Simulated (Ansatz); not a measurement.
Z-matrix (Å, degrees):
```
C
C 1 1.334
H 1 1.088 2 122.4
H 1 1.087 2 122.0 3 180.0
Al 2 1.918 1 120.9 3 -180.0
H 2 1.089 1 117.8 3 -0.0
Cl 5 2.089 2 119.7 1 -0.0
Cl 5 2.086 2 122.3 1 180.0
```

Total charge 0; spin multiplicity 1.

List the r2SCAN/def2-TZVPP orbital energies in eV (Ansatz 0.2.0). (An estimate is asked.)

Computed: Occupied: -2753.25, -2753.25, -1518.34, -273.81, -273.25, -254.65, -254.65, -193.15, -193.15, -193.08, -193.08, -193.06, -193.05, -111.77, -72.09, -71.94, -71.85, -21.33, -21.03, -20.21, -15.03, -12.23, -11.19, -10.45, -9.71, -8.83, -8.74, -8.40, -8.14, -7.78, -7.63. Lowest empty: -2.28, -0.78, -0.11, 1.13, 1.83, 2.43, 2.69, 3.21.
